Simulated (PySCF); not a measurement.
Spinor energies of Sb⁺ (antimony, charge +1)

Start: [Kr] 4d10 5s2 5p1 5d1; 5p3/2 filled at m_j = +3/2; 5d5/2 filled at m_j = +5/2. Calculated with PySCF 2.14 in x2c-TZVPall-2c with one added diffuse shell each of s, p, d, f type (9s10p6d3f, 90 functions): generalised Hartree-Fock with the X2C-1e Hamiltonian and a Gaussian nucleus; one run each with spin-orbit coupling (SO) switched off, then screened by Boettger's factors. This is a chosen level, not necessarily the ground level.

| spinor shell | electrons | ε, spin-free (eV) | ε, screened SO (eV) | weight of nominal j (screened SO) | rms radius, screened SO (bohr) |
| --- | --- | --- | --- | --- | --- |
| 1s1/2 | 2 | -30656.3 | -30653.4 | 1.000 | 0.0325 |
| 2s1/2 | 2 | -4770.3 | -4769.6 | 1.000 | 0.133 |
| 2p1/2 | 2 | -4276.7 | -4451.6 | 1.000 | 0.115 |
| 2p3/2 | 4 | -4276.7 | -4197.4 | 1.000 | 0.120 |
| 3s1/2 | 2 | -985.61 | -985.49 | 1.000 | 0.352 |
| 3p1/2 | 2 | -820.75 | -854.08 | 1.000 | 0.345 |
| 3p3/2 | 4 | -820.75 | -805.67 | 1.000 | 0.356 |
| 3d3/2 | 4 | -569.86 | -575.73 | 1.000 | 0.329 |
| 3d5/2 | 6 | -569.86 | -565.90 | 1.000 | 0.332 |
| 4s1/2 | 2 | -188.27 | -188.33 | 1.000 | 0.843 |
| 4p1/2 | 2 | -135.31 | -141.55 | 1.000 | 0.894 |
| 4d3/2 | 4 | -55.989 | -56.849 | 0.989 | 1.10 |
| 4d5/2 | 6 | -55.989 | -55.557 | 0.993 | 1.11 |
| 5s1/2 | 2 | -26.455 | -26.505 | 0.999 | 2.30 |
| 5p3/2 | 1 | -18.758 | -18.528 | 1.000 | 2.88 |
| 5d5/2 | 1 | -7.236 | -7.245 | 1.000 | 4.80 |

(1) Where does 4p3/2 lie, and what is the 4p spin-orbit splitting (screened SO)?

```
   quantity    spin-free  screened SO
E (hartree)  -6476.51755  -6478.16891
        M_J            4            4
       ⟨J²⟩       20.017       20.017
       ⟨L²⟩       12.013       12.032
       ⟨S²⟩        2.004        2.023
```

Each row is a mean over spinors that exchange with the open shell spreads, by up to 2.405 eV (5s1/2).

Breit and QED terms are absent; they matter most for the inner s and p1/2 levels.

Densities and radii are taken from the X2C orbitals without a picture-change correction, which distorts them close to the nucleus.

Without spin-orbit coupling the j labels of p, d and f shells carry no meaning; the spin-free column gives the mean over the occupied spinors of each nl shell.

Results:

(1) At -132.62 eV, 8.929 eV above 4p1/2.
